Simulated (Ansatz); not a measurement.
GeO3H2. The state is a singlet with charge 0. Geometry PBE-D4/def2-SVP.

```tsv
atom	x (Å)	y (Å)	z (Å)
Ge1	-0.212	0.361	0.181
O2	1.206	-0.478	0.828
O3	-0.459	0.403	-1.603
O4	-1.419	-0.579	-0.770
H5	1.457	-1.220	0.242
H6	-0.573	1.512	1.122
```

The restricted singlet is unstable towards broken spin symmetry in Hartree–Fock (as tested in another run); at PBE-D4/def2-SVP, PBE-D4/def2-TZVPD, r2SCAN-D4/def2-TZVP, PBE0-D4/def2-SVP and others this wasn't settled. The structure comes from a short search, and lower isomers may exist.

Problem. Estimate the orbital energies around the gap (eV) in Ansatz with PBE-D4/def2-SVP, PBE-D4/def2-TZVPD, r2SCAN-D4/def2-TZVP, PBE0-D4/def2-SVP, PBE0-D4/def2-TZVP.

Solution. 
| orbital | PBE-D4/def2-SVP | PBE-D4/def2-TZVPD | r2SCAN-D4/def2-TZVP | PBE0-D4/def2-SVP | PBE0-D4/def2-TZVP |
| --- | --- | --- | --- | --- | --- |
| HOMO−13 | -31.40 | -31.46 | -32.28 | -35.58 | -35.47 |
| HOMO−12 | -31.38 | -31.46 | -32.27 | -35.57 | -35.46 |
| HOMO−11 | -25.85 | -26.35 | -27.57 | -29.08 | -29.42 |
| HOMO−10 | -24.81 | -25.38 | -26.66 | -27.97 | -28.43 |
| HOMO−9 | -20.00 | -20.75 | -21.87 | -22.93 | -23.53 |
| HOMO−8 | -14.41 | -14.63 | -15.03 | -16.35 | -16.42 |
| HOMO−7 | -11.81 | -12.11 | -12.50 | -13.71 | -13.86 |
| HOMO−6 | -10.40 | -10.71 | -11.03 | -12.18 | -12.27 |
| HOMO−5 | -10.16 | -10.45 | -10.70 | -11.62 | -11.80 |
| HOMO−4 | -9.29 | -9.62 | -9.93 | -11.02 | -11.15 |
| HOMO−3 | -8.66 | -8.99 | -9.32 | -10.54 | -10.69 |
| HOMO−2 | -8.26 | -8.62 | -8.97 | -10.19 | -10.35 |
| HOMO−1 | -7.12 | -7.48 | -7.73 | -8.79 | -8.95 |
| HOMO | -5.50 | -5.94 | -6.22 | -7.47 | -7.67 |
| LUMO | -2.62 | -3.03 | -2.60 | -1.33 | -1.51 |
| LUMO+1 | -1.58 | -1.99 | -1.48 | -0.61 | -0.82 |
| LUMO+2 | -1.14 | -1.59 | -1.19 | -0.11 | -0.39 |
| LUMO+3 | 0.41 | -0.59 | 0.49 | 1.33 | 0.82 |
| LUMO+4 | 1.66 | 0.17 | 1.80 | 2.60 | 1.95 |
| LUMO+5 | 2.96 | 0.67 | 3.14 | 3.97 | 3.30 |
